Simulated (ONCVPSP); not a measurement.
## Configuration tests for barium (Ba) (ONCV)

```json
{
 "Element": "barium",
 "Generator": "ONCVPSP 4.0.1",
 "Type": "optimised norm-conserving Vanderbilt (ONCV)",
 "Functional": "PBE",
 "Relativity": "scalar-relativistic",
 "Frozen core": "[Kr] 4d10",
 "Valence charge": "10",
 "Reference configuration": "5s2 5p6 6s2",
 "Partial waves": "5s+6s: rc 2.55 bohr, ncon 4, nbas 8, qcut 4.7 1/bohr, 2 projectors; 5p: rc 2.95 bohr, ncon 4, nbas 7, qcut 4.7 1/bohr, 2 projectors, debl 2.7 Ha; d scattering state at 0.28 Ha: rc 3.15 bohr, ncon 3, nbas 6, qcut 2.6 1/bohr, 2 projectors, debl 3.5 Ha",
 "Local potential": "polynomial inside 2.05 bohr (lpopt 5, dvloc0 6 Ha)",
 "Core correction": "none"
}
```

In the d channel the program set the typed energies aside and used 0.050, 3.550 Ha.

Energies are relative to the spin-unpolarised reference configuration 5s2 5p6 6s2; without spin polarisation the order of configurations can differ from experiment.

```
valence configuration  charge  ΔE all-electron (eV)  error AE − PS (meV)
          5s2 5p6 6s0      +2                15.344                 -0.7
      5s2 5p6 6s1 6p1       0                 2.029                 +4.4
```

(1) What are ΔE and the potential's error for 5s2 5p6 6s1.5?

(2) What are ΔE and the potential's error for 5s2 5p6 6s1?

Note: no bound ghost flagged; GHOST(+) flagged for d at 101.8 eV, d at 351.2 eV.

Answers

(1) ΔE = 2.136 eV all-electron; the error (AE − PS) is -0.2 meV.

(2) ΔE = 5.362 eV all-electron; the error (AE − PS) is -0.5 meV.
